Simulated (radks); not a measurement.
Valence configurations of C I (all share [He]). All-electron calculation, scalar-relativistic Kohn-Sham, BLYP, spin-unpolarised, spherical densities, point nucleus. Program: a radial shooting solver on a logarithmic mesh with Libxc functionals. Energies are relative to 2s2 2p2; eigenvalues in eV.

| valence | E (eV) | e(2p) | e(2s) |
|---|---|---|---|
| 2s2 2p2 | 0.000 | -5.238 | -13.611 |
| 2s1.5 2p2.5 | 4.191 | -5.447 | -13.837 |
| 2s1 2p3 | 8.389 | -5.643 | -14.048 |
| 2p4 | 16.809 | -6.002 | - |
| 2s0.5 2p3.5 | 12.595 | -5.828 | -14.248 |

NIST lists [He] 2s2 2p2 as the ground configuration; this level of theory agrees among the configurations tried. The energies are those of spherical spin-averaged densities, not of single terms.
